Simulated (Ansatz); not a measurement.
C3H9ClOSi (`CC[SiH](Cl)OC`), 15 atoms. The species carries charge 0 and has multiplicity 1. All runs use 2 threads of an AMD EPYC 7R13 on a shared host and a share of an NVIDIA H100 80 GB. Correlated methods freeze the cores. Open-shell runs search over several starts.

Q: How many basis functions does each run have, and how long does it take in Ansatz? UKS ωB97X-V/def2-TZVPP energy of the cation; UKS B3LYP-D4/def2-TZVPP energy of the cation; RKS PBE0-D4/def2-SVP energy; RKS PBE0-D4/def2-QZVPP energy; RKS ωB97M-V/def2-SVP energy; RKS revPBE-D4/def2-TZVPP energy; UKS PBE-D4/def2-TZVPP energy of the cation; RKS PBE-QIDH (frozen core)/def2-TZVPP energy; UKS r2SCAN-D4/def2-TZVPP energy of the cation; UKS ωB97M-V/def2-TZVPP energy of the cation; direct RPA on PBE orbitals/def2-TZVPP energy; RKS B2PLYP (frozen core)/def2-TZVPP energy. (An estimate is asked.)

A: The calculation gave: Other jobs shared the machine, so times are rough.

```
                                level                   job  functions  wall time  peak host memory (GiB)
  RKS B2PLYP (frozen core)/def2-TZVPP                energy        334       11 s                     1.4
RKS PBE-QIDH (frozen core)/def2-TZVPP                energy        334       12 s                     1.4
                 RKS PBE0-D4/def2-SVP                energy        137       16 s                     0.8
direct RPA on PBE orbitals/def2-TZVPP                energy        334       16 s                     1.5
             RKS revPBE-D4/def2-TZVPP                energy        334       19 s                    0.84
               RKS PBE0-D4/def2-QZVPP                energy        638       22 s                     1.8
              UKS B3LYP-D4/def2-TZVPP  energy of the cation        334       24 s                    0.92
               UKS ωB97M-V/def2-TZVPP  energy of the cation        334       30 s                     1.2
                 RKS ωB97M-V/def2-SVP                energy        137       33 s                    0.88
                UKS PBE-D4/def2-TZVPP  energy of the cation        334       34 s                    0.92
             UKS r2SCAN-D4/def2-TZVPP  energy of the cation        334       34 s                       1
               UKS ωB97X-V/def2-TZVPP  energy of the cation        334       39 s                     1.1
```

B3LYP here is the variant with VWN-RPA as its local correlation; programs differ in this.
